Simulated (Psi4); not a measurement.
Job for Psi4: SAPT0/jun-cc-pV(D+d)Z on CH5ClO (a complex), monomers drawn apart or pushed together.

```
memory 2025 MB

molecule dimer {
0 1
Cl    0.66261912   -0.26535882    0.25137751
H    -0.00026337   -0.38571534    1.37779825
--
0 1
C    -0.24417345    0.19516633    5.27889483
O    -1.17295346   -0.33516428    4.32710944
H     0.02505551    1.22816412    5.04486592
H     0.64820169   -0.42366027    5.21755223
H    -0.64760915    0.13917986    6.29242637
H    -1.97794000    0.19406892    4.33773916
units angstrom
symmetry c1
no_reorient
no_com
}

set {
  basis jun-cc-pV(D+d)Z
  scf_type df
  freeze_core true
}

energy('sapt0')
```

Output:

```
[...]
==> Input File <==

--------------------------------------------------------------------------
memory 2025 MB

molecule dimer {
0 1
Cl    0.66261912   -0.26535882    0.25137751
H    -0.00026337   -0.38571534    1.37779825
--
0 1
C    -0.24417345    0.19516633    5.27889483
O    -1.17295346   -0.33516428    4.32710944
H     0.02505551    1.22816412    5.04486592
H     0.64820169   -0.42366027    5.21755223
H    -0.64760915    0.13917986    6.29242637
H    -1.97794000    0.19406892    4.33773916
units angstrom
symmetry c1
no_reorient
no_com
}

set {
  basis jun-cc-pV(D+d)Z
  scf_type df
  freeze_core true
}

energy('sapt0')
--------------------------------------------------------------------------


   => Loading Basis Set <=

    Name: JUN-CC-PV(D+D)Z
    Role: ORBITAL
    Keyword: BASIS
    atoms 1      entry CL         line   764 file jun-cc-pv_dpd_z.gbs
    atoms 2, 5-8 entry H          line    60 file jun-cc-pv_dpd_z.gbs
    atoms 3      entry C          line   188 file jun-cc-pv_dpd_z.gbs
    atoms 4      entry O          line   256 file jun-cc-pv_dpd_z.gbs

   => Loading Basis Set <=

    Name: JUN-CC-PV(D+D)Z
    Role: ORBITAL
    Keyword: BASIS
    atoms 1      entry CL         line   764 file jun-cc-pv_dpd_z.gbs
    atoms 2, 5-8 entry H          line    60 file jun-cc-pv_dpd_z.gbs
    atoms 3      entry C          line   188 file jun-cc-pv_dpd_z.gbs
    atoms 4      entry O          line   256 file jun-cc-pv_dpd_z.gbs


  //>>>>>>>>>>>>>>>>>>>>>>>>>>>>>>>>>>>//
  //              Dimer HF             //
  //<<<<<<<<<<<<<<<<<<<<<<<<<<<<<<<<<<<//

   => Libint2 <=

    Primary   basis highest AM E, G, H:  7, 6, 3
    Auxiliary basis highest AM E, G, H:  7, 7, 4
    Onebody   basis highest AM E, G, H:  -, -, -
    Solid Harmonics ordering:            Gaussian


   => Loading Basis Set <=

    Name: JUN-CC-PV(D+D)Z
    Role: ORBITAL
    Keyword: BASIS
    atoms 1      entry CL         line   764 file jun-cc-pv_dpd_z.gbs
    atoms 2, 5-8 entry H          line    60 file jun-cc-pv_dpd_z.gbs
    atoms 3      entry C          line   188 file jun-cc-pv_dpd_z.gbs
    atoms 4      entry O          line   256 file jun-cc-pv_dpd_z.gbs


         ---------------------------------------------------------
                                   SCF
               by Justin Turney, Rob Parrish, Andy Simmonett
                          and Daniel G. A. Smith
                              RHF Reference
                        1 Threads,   1931 MiB Core
         ---------------------------------------------------------

  ==> Geometry <==

    Molecular point group: c1
    Full point group: C1

    Geometry (in Angstrom), charge = 0, multiplicity = 1:

       Center              X                  Y                   Z               Mass
    ------------   -----------------  -----------------  -----------------  -----------------
         CL           0.662619120000    -0.265358820000     0.251377510000    34.968852682000
         H           -0.000263370000    -0.385715340000     1.377798250000     1.007825032230
         C           -0.244173450000     0.195166330000     5.278894830000    12.000000000000
         O           -1.172953460000    -0.335164280000     4.327109440000    15.994914619570
         H            0.025055510000     1.228164120000     5.044865920000     1.007825032230
         H            0.648201690000    -0.423660270000     5.217552230000     1.007825032230
         H           -0.647609150000     0.139179860000     6.292426370000     1.007825032230
         H           -1.977940000000     0.194068920000     4.337739160000     1.007825032230

  Running in c1 symmetry.

  Rotational constants: A =      0.47448  B =      0.02189  C =      0.02125 [cm^-1]
  Rotational constants: A =  14224.51297  B =    656.12375  C =    637.19701 [MHz]
  Nuclear repulsion =   83.149554002109156

  Charge       = 0
  Multiplicity = 1
  Electrons    = 36
  Nalpha       = 18
  Nbeta        = 18

  ==> Algorithm <==

  SCF Algorithm Type is DF.
  DIIS enabled.
  MOM disabled.
  Fractional occupation disabled.
  Guess Type is SAD.
  Energy threshold   = 1.00e-08
  Density threshold  = 1.00e-08
  Integral threshold = 1.00e-12

  ==> Primary Basis <==

  Basis Set: JUN-CC-PV(D+D)Z
    Blend: JUN-CC-PV(D+D)Z
    Number of shells: 42
    Number of basis functions: 88
    Number of Cartesian functions: 92
    Spherical Harmonics?: true
    Max angular momentum: 2

   => Loading Basis Set <=

    Name: (JUN-CC-PV(D+D)Z AUX)
    Role: JKFIT
    Keyword: DF_BASIS_SCF
    atoms 1      entry CL         line   746 file jun-cc-pvdz-jkfit.gbs
    atoms 2, 5-8 entry H          line    70 file jun-cc-pvdz-jkfit.gbs
    atoms 3      entry C          line   146 file jun-cc-pvdz-jkfit.gbs
    atoms 4      entry O          line   258 file jun-cc-pvdz-jkfit.gbs

  ==> Integral Setup <==

  DFHelper Memory: AOs need 0.023 GiB; user supplied 1.414 GiB.
  SCF_SUBTYPE=INCORE selected. In-core MEM_DF algorithm will be used.
  Using in-core A
[...]


  @DF-RHF Final Energy:  -115.05660199737828

   => Energetics <=

    Nuclear Repulsion Energy =             40.1353029481330950
    One-Electron Energy =                -236.4106680107206557
    Two-Electron Energy =                  81.2187630652092736
    Total Energy =                       -115.0566019973782801

Computation Completed


Properties will be evaluated at   0.000000,   0.000000,   0.000000 [a0]

Properties computed using the SCF density matrix


 Multipole Moments:

 ------------------------------------------------------------------------------------
     Multipole            Electronic (a.u.)      Nuclear  (a.u.)        Total (a.u.)
 ------------------------------------------------------------------------------------

 L = 1.  Multiply by 2.5417464519 to convert [e a0] to [Debye]
 Dipole X            :         24.1045347          -24.1903092           -0.0857745
 Dipole Y            :          1.3236599           -0.7040432            0.6196167
 Dipole Z            :       -164.2780875          164.7516681            0.4735806
 Magnitude           :                                                    0.7845768

 ------------------------------------------------------------------------------------

  Constructing Basis Sets for SAPT...

   => Loading Basis Set <=

    Name: (JUN-CC-PV(D+D)Z AUX)
    Role: RIFIT
    Keyword: DF_BASIS_SAPT
    atoms 1      entry CL         line   544 file jun-cc-pvdz-ri.gbs
    atoms 2, 5-8 entry H          line    30 file jun-cc-pvdz-ri.gbs
    atoms 3      entry C          line   100 file jun-cc-pvdz-ri.gbs
    atoms 4      entry O          line   188 file jun-cc-pvdz-ri.gbs

   => Loading Basis Set <=

    Name: (JUN-CC-PV(D+D)Z AUX)
    Role: JKFIT
    Keyword: DF_BASIS_ELST
    atoms 1      entry CL         line   746 file jun-cc-pvdz-jkfit.gbs
    atoms 2, 5-8 entry H          line    70 file jun-cc-pvdz-jkfit.gbs
    atoms 3      entry C          line   146 file jun-cc-pvdz-jkfit.gbs
    atoms 4      entry O          line   258 file jun-cc-pvdz-jkfit.gbs


  //>>>>>>>>>>>>>>>>>>>>>>>>>>>>>>>>>>>//
  //               SAPT0               //
  //<<<<<<<<<<<<<<<<<<<<<<<<<<<<<<<<<<<//



        SAPT0
    Ed Hohenstein
     6 June 2009

      Orbital Information
  --------------------------
    NSO        =        88
    NMO        =        88
    NRI        =       285
    NRI (Elst) =       394
    NOCC A     =         9
    NOCC B     =         9
    FOCC A     =         5
    FOCC B     =         2
    NVIR A     =        79
    NVIR B     =        79

    Elst10,r            =    -0.003124364833 [Eh]
    Exch10              =     0.000182692243 [Eh]
    Exch10 (S^2)        =     0.000182654791 [Eh]

    Maxiter = 50
    CPHF R converge = 1.000000E-08

    Iter     Energy [mEh]          dE [mEh]         Residual      Time [s]
       1      -0.08236544       0.082365444     2.241622e-03             0
       2      -0.08958480       0.007219356     9.641362e-04             0
       3      -0.09791769       0.008332892     1.021944e-04             0
       4      -0.09749199      -0.000425704     2.114830e-05             0
       5      -0.09749367       0.000001684     4.812993e-06             0
       6      -0.09750440       0.000010730     8.397379e-07             0
       7      -0.09750253      -0.000001872     1.908599e-07             0
       8      -0.09750278       0.000000251     6.846072e-08             0
       9      -0.09750277      -0.000000007     1.446407e-08             0
      10      -0.09750276      -0.000000015     1.927966e-09             0

    CHF Iterations converged

    Maxiter = 50
    CPHF R converge = 1.000000E-08

    Iter     Energy [mEh]          dE [mEh]         Residual      Time [s]
       1      -0.09175042       0.091750422     2.105068e-03             0
       2      -0.11022685       0.018476431     1.226263e-03             0
       3      -0.11843660       0.008209750     2.470162e-04             0
       4      -0.11838423      -0.000052377     6.716426e-05             0
       5      -0.11809139      -0.000292838     1.190539e-05             0
       6      -0.11812675       0.000035366     3.992052e-06             0
       7      -0.11813271       0.000005962     1.004592e-06             0
       8      -0.11813000      -0.000002719     1.967333e-07             0
       9      -0.11813017       0.000000177     5.224629e-08             0
      10      -0.11813021       0.000000032     1.223236e-08             0
      11      -0.11813019      -0.000000014     2.981293e-09             0

    CHF Iterations converged

    Ind20,r (A<-B)      =    -0.000097502758 [Eh]
    Ind20,r (B<-A)      =    -0.000118130191 [Eh]
    Ind20,r             =    -0.000215632949 [Eh]
    Exch-Ind20,r (A<-B) =     0.000006266169 [Eh]
    Exch-Ind20,r (B<-A) =     0.000022435452 [Eh]
    Exch-Ind20,r        =     0.000028701621 [Eh]
    Disp20              =    -0.000365319884 [Eh]
    Disp20 (SS)         =    -0.000182659942 [Eh]
    Disp20 (OS)         =    -0.000182659942 [Eh]
    Exch-Disp20         =     0.000011744190 [Eh]
    Exch-Disp20 (SS)    =     0.000006554887 [Eh]
    Exch-Disp20 (OS)    =     0.000005189302 [Eh]

    SAPT Results
  --------------------------------------------------------------------------------------------------------
    Electrostatics                 -3.12436483 [mEh]      -1.96056853 [kcal/mol]      -8.20301874 [kJ/mol]
      Elst10,r                     -3.12436483 [mEh]      -1.96056853 [kcal/mol]      -8.20301874 [kJ/mol]

    Exchange                        0.18269224 [mEh]       0.11464111 [kcal/mol]       0.47965842 [kJ/mol]
      Exch10                        0.18269224 [mEh]       0.11464111 [kcal/mol]       0.47965842 [kJ/mol]
      Exch10(S^2)                   0.18265479 [mEh]       0.11461761 [kcal/mol]       0.47956009 [kJ/mol]

    Induction                      -0.22362552 [mEh]      -0.14032713 [kcal/mol]      -0.58712873 [kJ/mol]
      Ind20,r                      -0.21563295 [mEh]      -0.13531172 [kcal/mol]      -0.56614423 [kJ/mol]
      Exch-Ind20,r                  0.02870162 [mEh]       0.01801054 [kcal/mol]       0.07535610 [kJ/mol]
      delta HF,r (2)               -0.03669420 [mEh]      -0.02302596 [kcal/mol]      -0.09634060 [kJ/mol]

    Dispersion                     -0.35357569 [mEh]      -0.22187210 [kcal/mol]      -0.92831286 [kJ/mol]
      Disp20                       -0.36531988 [mEh]      -0.22924169 [kcal/mol]      -0.95914722 [kJ/mol]
      Exch-Disp20                   0.01174419 [mEh]       0.00736959 [kcal/mol]       0.03083437 [kJ/mol]
      Disp20 (SS)                  -0.18265994 [mEh]      -0.11462084 [kcal/mol]      -0.47957361 [kJ/mol]
      Disp20 (OS)                  -0.18265994 [mEh]      -0.11462084 [kcal/mol]      -0.47957361 [kJ/mol]
      Exch-Disp20 (SS)              0.00655489 [mEh]       0.00411325 [kcal/mol]       0.01720985 [kJ/mol]
      Exch-Disp20 (OS)              0.00518930 [mEh]       0.00325634 [kcal/mol]       0.01362451 [kJ/mol]

  Total HF                         -3.16529811 [mEh]      -1.98625455 [kcal/mol]      -8.31048905 [kJ/mol]
  Total SAPT0                      -3.51887381 [mEh]      -2.20812665 [kcal/mol]      -9.23880191 [kJ/mol]

  Special recipe for scaled SAPT0 (see Manual):
    Electrostatics sSAPT0          -3.12436483 [mEh]      -1.96056853 [kcal/mol]      -8.20301874 [kJ/mol]
    Exchange sSAPT0                 0.18269224 [mEh]       0.11464111 [kcal/mol]       0.47965842 [kJ/mol]
    Induction sSAPT0               -0.22360786 [mEh]      -0.14031605 [kcal/mol]      -0.58708237 [kJ/mol]
    Dispersion sSAPT0              -0.35356847 [mEh]      -0.22186756 [kcal/mol]      -0.92829389 [kJ/mol]
  Total sSAPT0                     -3.51884892 [mEh]      -2.20811104 [kcal/mol]      -9.23873657 [kJ/mol]
  --------------------------------------------------------------------------------------------------------



*** Psi4 exiting successfully. Buy a developer a beer!
```

The run finished.

Cost: about 2.7 core-seconds (a rough figure).
